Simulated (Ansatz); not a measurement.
Ideal-gas functions of Cl3F2HOW (`[OH][W]([F])([F])([Cl])([Cl])[Cl]`) at 298.15 K and 1 bar, from an Ansatz frequency run at PBE0-D4/def2-TZVP.

Molar mass 345.2 g/mol, point group Cs (symmetry number 1), electronic degeneracy 1, moments of inertia 366.742, 507.462, 615.133 u Å². Harmonic wavenumbers (cm⁻¹, unscaled): 92, 97, 114, 164, 209, 230, 245, 255, 273, 344, 365, 384, 391, 562, 677, 688, 762, 3875.

Use S(trans) = R[1.5 ln M + 2.5 ln T − 1.1517]; rotational temperatures θ = 24.2544 K / I; S(rot) = R[ln(√π/σ · √(T³/θAθBθC)) + 1.5]; for each mode x = 1.438777 ν̃/T, S = R[x/(eˣ − 1) − ln(1 − e⁻ˣ)] and H = RT x/(eˣ − 1); 1 cm⁻¹ = 0.0119627 kJ/mol; R = 8.31446 J/(mol·K).

**Question.** By hand: the entropy, in J/(mol·K).

**Answer.** Translation 181.7. Rotation: θ = 0.0661, 0.0478, 0.0394 K, giving 125.7. Vibration, mode by mode: 15.13, 14.70, 13.39, 10.47, 8.59, 7.86, 7.39, 7.10, 6.60, 4.99, 4.61, 4.28, 4.17, 2.18, 1.40, 1.34, 1.01, 0.00, in all 115.2. Electronic 0.0. Sum 422.6 J/(mol·K).

**Question.** By hand: H − E and G − E in kJ/mol, counted from the electronic energy.

**Answer.** Zero-point energy ½ × 9727 × 0.0119627 = 58.2; thermal vibration 18.8; translation, rotation and pV give 4 RT = 9.9. H − E = 86.9 kJ/mol, and G − E = 86.9 − 298.15 × 422.6/1000 = -39.1 kJ/mol.

Vibration gives 27 % of the entropy, 43.2 J/(mol·K) of it from the modes under 150 cm⁻¹: soft modes count most, and the harmonic formula is weakest for them. The sum counts one conformer and one mirror image; others add a mixing term.
